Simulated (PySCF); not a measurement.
A series of related molecules.

All values: B3LYP/def2-SVPD (PySCF) at PBE0-D3(BJ)/def2-SVP geometries, gas phase, one conformer each. Core orbitals are frozen in the response; Δα² is half the sum of the squared differences of the principal polarisabilities. Atoms past krypton carry effective core potentials. The calculation is non-relativistic apart from the core potentials, for arsenic too.

Problem. Rank by vertical ionisation energy (ΔSCF), highest first.
A. In(AsH3)F3, `[F][In]([F])([F])<-[AsH3]`
B. In(H2S)F3, `[F][In]([F])([F])<-[SH2]`
C. In(PH3)F3, `[F][In]([F])([F])<-[PH3]`

Solution. B (11.93 eV), C (11.77 eV), A (11.65 eV).

Problem. Rank by mean static polarisability, lowest first.
A. In(AsH3)F3 (`[F][In]([F])([F])<-[AsH3]`)
B. In(NH3)F3 (`[NH3]->[In]([F])([F])[F]`)
C. In(H2S)F3 (`[F][In]([F])([F])<-[SH2]`)
D. In(PH3)F3 (`[F][In]([F])([F])<-[PH3]`)

Solution. B (6.32 Å³), C (8.13 Å³), D (9.00 Å³), A (9.76 Å³).

Problem. Rank by HOMO–LUMO gap, highest first.
A. `[F][In]([F])([F])<-[AsH3]` (In(AsH3)F3)
B. `[NH3]->[In]([F])([F])[F]` (In(NH3)F3)
C. `[F][In]([F])([F])<-[PH3]` (In(PH3)F3)
D. `[F][In]([F])([F])<-[SH2]` (In(H2S)F3)

Solution. B (7.53 eV), C (7.10 eV), A (6.86 eV), D (6.69 eV).

All values together:

```tsv
SMILES	change	formula	μ (D)	HOMO (eV)	LUMO (eV)	α (Å³)	Δα (Å³)	electrons	α per electron (Å³)	ΔSCF removal energy (eV)
[NH3]->[In]([F])([F])[F]	parent	F3H3InN	6.37	-9.93	-2.40	6.32	0.17	86	0.073	–
[F][In]([F])([F])<-[AsH3]	donor: NH3 to AsH3	AsF3H3In	6.21	-9.50	-2.64	9.76	2.49	112	0.087	11.65
[F][In]([F])([F])<-[PH3]	donor: NH3 to PH3	F3H3InP	6.43	-9.62	-2.52	9.00	2.04	94	0.096	11.77
[F][In]([F])([F])<-[SH2]	donor: NH3 to H2S	F3H2InS	4.14	-9.60	-2.91	8.13	1.96	94	0.086	11.93
```

A dash marks a removal energy that wasn't run or isn't settled.

Problem. Give the shifts from the parent, `[NH3]->[In]([F])([F])[F]`.

Solution. 
```csv
SMILES,change in μ (D),change in HOMO (eV),change in LUMO (eV),change in mean α (Å³)
[F][In]([F])([F])<-[AsH3],-0.16,+0.43,-0.24,+3.44
[F][In]([F])([F])<-[PH3],+0.06,+0.31,-0.12,+2.68
[F][In]([F])([F])<-[SH2],-2.23,+0.33,-0.51,+1.81
```
